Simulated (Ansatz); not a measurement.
Mulliken charges of `C[O][In]([SH])[SH]` from ωB97M-V/def2-TZVPP in Ansatz (PBE0-D4/def2-TZVP geometry).

```tsv
atom	x (Å)	y (Å)	z (Å)	charge (e)
C1	-0.012	0.976	1.359	-0.197
O2	-0.169	-0.346	0.920	-0.504
In3	-0.012	-0.836	-0.994	0.758
S4	-0.318	-3.128	-1.469	-0.328
S5	0.458	0.880	-2.562	-0.326
H6	0.982	1.387	1.132	0.106
H7	-0.131	0.996	2.447	0.117
H8	-0.762	1.658	0.935	0.107
H9	-0.523	-3.406	-0.169	0.140
H10	0.487	1.818	-1.599	0.128
```

**Question.** By hand: the dipole of these point charges (1 e Å = 4.8032 D).

**Answer.** Σ q r = (0.030, 0.284, 0.110) e Å, of length 0.306 e Å = 1.47 D.

**Question.** How does the dipole of the full density compare? (Estimate.)

**Answer.** Computed: (0.015, 0.206, 0.137) e Å, 1.19 D; the point charges give 1.24 times that, at 13° from its direction.

Point charges leave out the atoms' own dipoles, such as those of lone pairs, and Mulliken's split depends on the basis, so the two needn't agree.
